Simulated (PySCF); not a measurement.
# How the method moves the HOMO and LUMO of `B[C@H]1[SiH2]C1=C`

C3H7BSi.
Z-matrix (Å and degrees, PBE0-D3(BJ)/def2-SVP geometry), rows numbered from 1:
```
B 
C   1  1.5091
Si  2  1.9766  1   89.20
C   2  1.4800  1  123.38  3    55.18
C   4  1.3290  2  137.57  3  -175.40
H   1  1.2123  2  120.34  3   -64.92
H   1  1.2090  2  119.50  3   113.97
H   2  1.1008  1  119.39  3  -117.07
H   3  1.4833  2  114.00  4   107.76
H   3  1.4800  2  123.23  4  -104.80
H   5  1.0931  4  121.35  2   176.74
H   5  1.0961  4  121.24  2    -3.94
```

Basis pcSseg-2 throughout (PySCF), one geometry. Geometry: PBE0-D3(BJ)/def2-SVP, one conformer, isolated molecule.

Problem. How do the orbital energies, the gap and the dipole change with the method?

Solution. 
| method | kind | HOMO (eV) | LUMO (eV) | gap (eV) | μ (D) | SCF cycles |
| --- | --- | --- | --- | --- | --- | --- |
| BLYP | GGA | -6.09 | -1.90 | 4.18 | 1.94 | 15 |
| B97-D | GGA | -6.17 | -1.93 | 4.23 | 1.90 | 16 |
| OPBE | GGA | -6.24 | -2.03 | 4.21 | 1.93 | 16 |
| KT3 | GGA | -6.26 | -2.04 | 4.22 | 1.88 | 16 |
| PBE | GGA | -6.27 | -2.09 | 4.18 | 1.95 | 15 |
| KT2 | GGA | -6.28 | -2.07 | 4.21 | 1.88 | 16 |
| BP86 | GGA | -6.35 | -2.14 | 4.21 | 1.94 | 15 |
| LDA | LDA | -6.43 | -2.27 | 4.16 | 1.99 | 15 |
| B3LYP | global hybrid | -7.04 | -1.33 | 5.71 | 1.94 | 14 |
| HF | Hartree–Fock | -9.35 | 2.05 | 11.41 | 1.92 | 11 |

The HOMO spans 3.27 eV, from BLYP down to HF, and the gap runs from 4.16 eV (LDA) to 11.41 eV (HF). Over the methods BLYP (0 %), B97-D (0 %), OPBE (0 %), KT3 (0 %), PBE (0 %), KT2 (0 %), BP86 (0 %), LDA (0 %), B3LYP (20 %), HF (100 %), a straight line through the gap against the share of exact exchange rises by 0.72 eV for each 10 % (correlation coefficient 1.000). The dipole ranges from 1.88 D (KT3) to 1.99 D (LDA). This basis has no diffuse functions.
